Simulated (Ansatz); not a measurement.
Energy difference R1 → 3 P1, each structure at its B3LYP-D3(BJ)/def2-TZVP stationary point, reached from a drawn start (curvature not checked).
R1, O3 (SMILES O=[O+][O-]) (charge 0, multiplicity 1):
```xyz
3

O      0.00000     0.00000    -0.42855
O      1.07615     0.00000     0.21433
O     -1.07615     0.00000     0.21433
```
P1: O atom, charge 0, multiplicity 3.

P less R. No zero-point or thermal terms; singlets are restricted closed shells; open shells are unrestricted; no spin–orbit coupling.

Cores are frozen in the correlated methods.

Codes used: Ansatz (a program for electronic structure) with Gaussian orbitals. All values are computed, each at the level named.

Total energies in hartree:

```json
[
 {"structure": "R1", "PBE/def2-TZVPP": "-225.323025", "PBE0/def2-TZVPP": "-225.278064", "CCSD(T)/cc-pVQZ": "-225.201791"},
 {"structure": "P1", "PBE/def2-TZVPP": "-75.009672", "PBE0/def2-TZVPP": "-75.018600", "CCSD(T)/cc-pVQZ": "-74.993566"}
]
```

### Question
Work out the reaction energy at each level in eV (1 hartree = 27.21139 eV), and say how far PBE/def2-TZVPP lies from CCSD(T)/cc-pVQZ.

### Answer
- PBE/def2-TZVPP: 3 × (-75.009672) − (-225.323025) = 0.294009 hartree = 8.000 eV
- PBE0/def2-TZVPP: 3 × (-75.018600) − (-225.278064) = 0.222264 hartree = 6.048 eV
- CCSD(T)/cc-pVQZ: 3 × (-74.993566) − (-225.201791) = 0.221093 hartree = 6.016 eV
PBE/def2-TZVPP less CCSD(T)/cc-pVQZ: 1.984 eV. CCSD(T)/cc-pVQZ is the level counted from, the highest shown, and no exact or measured value.

Doubts at one or more of the structures used: other coupled-cluster roots may lie near (CCSD(T)/cc-pVQZ).
